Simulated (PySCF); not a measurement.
## Optical rotation: `[Si@@]1(C)(F)[C@@H](C)[C@H](O)C1`, C5H11FOSi

Geometry:
| atom | x (Å) | y (Å) | z (Å) |
| --- | --- | --- | --- |
| C1 | -0.939 | 1.822 | -0.788 |
| C2 | -0.480 | 0.779 | 0.218 |
| C3 | -1.376 | -0.479 | 0.304 |
| O4 | -2.182 | -0.440 | 1.455 |
| C5 | -0.296 | -1.593 | 0.309 |
| Si6 | 1.043 | -0.321 | -0.150 |
| C7 | 2.709 | -0.180 | 0.724 |
| F8 | 1.355 | -0.373 | -1.749 |
| H9 | -0.270 | 2.680 | -0.779 |
| H10 | -0.946 | 1.408 | -1.794 |
| H11 | -1.944 | 2.163 | -0.546 |
| H12 | -0.453 | 1.231 | 1.211 |
| H13 | -2.001 | -0.560 | -0.596 |
| H14 | -2.698 | -1.251 | 1.503 |
| H15 | -0.504 | -2.408 | -0.379 |
| H16 | -0.193 | -2.013 | 1.308 |
| H17 | 3.327 | -1.043 | 0.498 |
| H18 | 3.241 | 0.703 | 0.386 |
| H19 | 2.599 | -0.117 | 1.800 |

The calculation used TDDFT PBE0/def2-SVPD circular dichroism and optical rotation, one conformer, gas phase in PySCF 2.14.0. Geometry: GFN2-xTB.

The molecule is flexible and this is one conformer; a measurement averages over conformers. States above about 7.6 eV (minus the energy of the highest occupied orbital) lie near or above the ionisation threshold and depend on the basis.

Stereocentres: C2 S, C3 R, Si6 R.

Give the optical rotatory dispersion at 633, 589.3, 546, 436, 405, 365, 355 nm.

[α] in deg dm⁻¹ (g/mL)⁻¹:
```csv
λ (nm),origin-invariant length gauge,modified velocity gauge,length gauge (centre of mass),isotropic polarisability (au)
633,-93.0,-91.2,-93.5,89.2
589.3,-109.0,-106.9,-109.7,89.5
546,-129.5,-127.0,-130.3,89.9
436,-220.5,-216.0,-221.8,91.5
405,-265.3,-259.7,-266.8,92.2
365,-348.6,-341.0,-350.6,93.4
355,-376.1,-367.8,-378.2,93.8
```

And for the mirror image at 589.3 nm?

+109.0 deg dm⁻¹ (g/mL)⁻¹ (origin-invariant length gauge): the same size and the opposite sign.

What is the molar rotation [Φ] = [α]·M/100 of the geometry above at 589.3 nm?

With M = 134.22 g/mol, -146.3 deg cm² dmol⁻¹ (origin-invariant length gauge).

The first excitation lies at 6.74 eV (184 nm) with R = 0.0 × 10⁻⁴⁰ esu² cm² (velocity form).
